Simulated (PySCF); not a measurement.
GeF2ClBr, SMILES [F][Ge]([F])([Cl])[Br]. Geometry optimised at TPSSh-D3(BJ)/def2-SVP.

Task: Give the equilibrium geometry at TPSSh-D3(BJ)/def2-SVP (PySCF confirms it by a frequency run) as Cartesian coordinates in Å, and its point group. (Estimate from the structure and the level; the computed values follow.)

Result: point group Cs.
```xyz
5

F      1.2936     0.8038    -1.3716
Ge     0.3101     0.4667     0.0000
F      1.2936     0.8038     1.3716
Cl    -1.3453     1.7950     0.0000
Br    -0.2954    -1.7119     0.0000
```
Charge 0, spin multiplicity 1.
